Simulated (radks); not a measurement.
Q: Eu3+, 60 electrons, occupied as [Kr] 4d10 4f6 5s1.5 5p6 5f0.5 (fractional occupations, a model configuration). All-electron calculation, scalar-relativistic Kohn-Sham, SCAN, spin-polarised, spherical densities, finite nucleus; open shells are filled with parallel spins first (spin-orbit coupling, left out, can overturn this in heavy ions); meta-GGA in the generalised Kohn-Sham scheme; Fermi nuclear charge, rms radius 5.1115 fm. Program: a radial shooting solver on a logarithmic mesh with Libxc functionals. Some entries of the table are withheld. Estimate them.

orbital  occ.  eigenvalue (hartree)  <1/r> (bohr^-1)  r(max) (bohr)
1s up       1             -1781.295            70.22        0.01420
1s down     1             -1781.292            70.22        0.01420
2s up       1             -294.4208            16.29        0.08047
2s down     1             -294.4156            16.29        0.08047
2p up       3             -262.3108            15.23        0.06514
2p down     3             -262.3063            15.23        0.06514
3s up       1             -66.22474            5.975         0.2285
3s down     1             -66.12526            5.983         0.2284
3p up       3             -56.15897            5.617         0.2243
3p down     3             -56.05610            5.625         0.2241
3d up       5             -42.70576            5.322         0.1841
3d down     5             -42.62129            5.329         0.1840
4s up       1             -14.45123            2.507         0.5276
4s down     1             -14.21362            2.503         0.5272
4p up       3             -11.11822            2.308         0.5503
4p down     3             -10.87883            2.305         0.5500
4d up       5              -6.46677            2.033         0.5726
4d down     5              -6.21896            2.028         0.5725
5s up       1              -2.90731           0.9954          1.207
5s down   0.5              -2.79428           0.9657          1.227
5p up       3                   (1)           0.8584            (2)
5p down     3                   (3)           0.8334            (4)
4f up       6              -1.46587            1.507         0.5841
5f up     0.5              -0.39592           0.2690          4.080

A: 
(1) 5p up eigenvalue (hartree): -2.06323
(2) 5p up r(max) (bohr): 1.359
(3) 5p down eigenvalue (hartree): -1.97417
(4) 5p down r(max) (bohr): 1.381
